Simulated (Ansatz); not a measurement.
Ag₉S₅. The state is a doublet with charge 0. Geometry PBE-D4/def2-SVP, loosely relaxed; atoms count from 1.

Cartesian coordinates in Å:
```
Ag 1.6063 -1.8379 0.6770
Ag -0.5281 2.4737 0.7355
Ag -0.9436 3.7523 -1.7461
Ag -0.3329 -1.9544 -1.4348
Ag 1.9552 1.1052 0.5186
Ag -0.1245 -0.0691 2.3092
Ag -0.2719 -4.2001 0.5509
Ag -2.0535 -0.0705 0.1053
Ag -0.1322 1.0251 -1.9190
S 2.2853 -0.3688 2.4269
S -2.1336 1.2982 2.1320
S -1.9914 -0.4885 -2.2979
S 1.4126 -3.5626 -1.0075
S 1.2524 2.8973 -1.0502
```

In the def2 sets Ag takes a core potential; there is no spin–orbit coupling. Single mean-field runs in def2-TZVP are fitted with def2-universal-jkfit. The geometry of the charge 0 doublet is only loosely relaxed. Another isomer (doublet) lies 1.02 eV lower at PBE0-D4/def2-TZVP; other spin states weren't run for this one.

Estimate the Mulliken populations from the PBE0/def2-TZVP orbitals of Ansatz.


```csv
atom,charge (e),spin (α − β),d electrons
Ag1,0.15,0.03,9.74
Ag2,0.44,0.00,9.79
Ag3,0.17,0.00,9.92
Ag4,0.24,0.02,9.74
Ag5,0.16,0.00,9.81
Ag6,0.35,0.04,9.75
Ag7,0.31,-0.01,9.89
Ag8,0.03,0.03,9.77
Ag9,0.44,0.00,9.78
S10,-0.44,0.31,–
S11,-0.46,0.33,–
S12,-0.49,0.15,–
S13,-0.45,0.10,–
S14,-0.45,-0.01,–
```
Mulliken values depend strongly on the basis.

Where does the spin sit?

Summed by element: Ag 0.10, S 0.90, of 1 unpaired in all. Largest on single atoms: S11 0.33, S10 0.31, S12 0.15.

And the Mayer bond orders between heavy atoms (over 0.3)?

Ag1–S10 0.71 (2.38 Å); Ag1–S13 0.66 (2.42 Å); Ag2–S11 0.58 (2.43 Å); Ag2–S14 0.38 (2.56 Å); Ag3–S14 0.85 (2.46 Å); Ag4–S12 0.71 (2.38 Å); Ag4–S13 0.61 (2.41 Å); Ag5–S10 0.64 (2.43 Å); Ag5–S14 0.58 (2.48 Å); Ag6–S10 0.62 (2.43 Å); Ag6–S11 0.63 (2.44 Å); Ag7–S13 0.93 (2.38 Å); Ag8–S11 0.70 (2.45 Å); Ag8–S12 0.68 (2.44 Å); Ag9–S12 0.62 (2.43 Å); Ag9–S14 0.44 (2.49 Å).
